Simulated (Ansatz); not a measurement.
Species: CH₇ClNSi₂ (charge -1, singlet). It need not be the lowest isomer of its formula. Whether it binds its extra electron was not tested at this geometry. 
Coordinates optimised at B3LYP-D3(BJ)/def2-TZVP (Ansatz, an electronic-structure program):
```xyz
12

Si     0.5431     0.1449    -0.8236
C      2.1611    -0.8610    -0.4542
Cl     0.9812     1.7243     0.7954
N     -0.5784    -0.9231     0.1171
Si    -2.2768    -0.8908     0.0124
H      2.1521    -1.7880    -1.0400
H      3.0492    -0.2887    -0.7365
H      2.2522    -1.1210     0.6077
H     -0.2053    -1.3042     0.9817
H     -2.9831     0.2657     0.6487
H     -2.8590    -2.0984     0.6812
H     -2.7321    -0.9077    -1.4027
```
Charge -1, spin multiplicity 1.

Total electronic energies in hartree. Cores are frozen in the correlated levels unless marked. No spin-orbit coupling. No relativistic terms. CBS marks a two-point X^-3 extrapolation of the correlation energy; Hartree-Fock from the larger set. [CCSD(T)-MP2]/basis is that difference in the basis named.

```tsv
level	program	energy (Eh)
RI-HF/aug-cc-pV(T+d)Z	Ansatz	-1133.95925
MP2/aug-cc-pV(T+d)Z	Ansatz	-1134.81907
MP2/aug-cc-pV(Q+d)Z	Ansatz	-1134.88903
RI-MP2/CBS(aug-cc-pV(T+d)Z,aug-cc-pV(Q+d)Z)	Ansatz	-1134.9289
CCSD/cc-pV(D+d)Z	Ansatz	-1134.60189
CCSD/cc-pV(T+d)Z	Ansatz	-1134.85554
CCSD/CBS(aug-cc-pV(T+d)Z,aug-cc-pV(Q+d)Z)	Ansatz	-1134.9730
RI-MP2/CBS(aug-cc-pV(T+d)Z,aug-cc-pV(Q+d)Z)+[CCSD(T)-MP2]/aug-cc-pV(Q+d)Z	Ansatz	-1135.0236
CCSD(T)/CBS(aug-cc-pV(T+d)Z,aug-cc-pV(Q+d)Z)	Ansatz	-1135.0196
```

Totals of different functionals don't rank their quality; only differences between species are comparable.
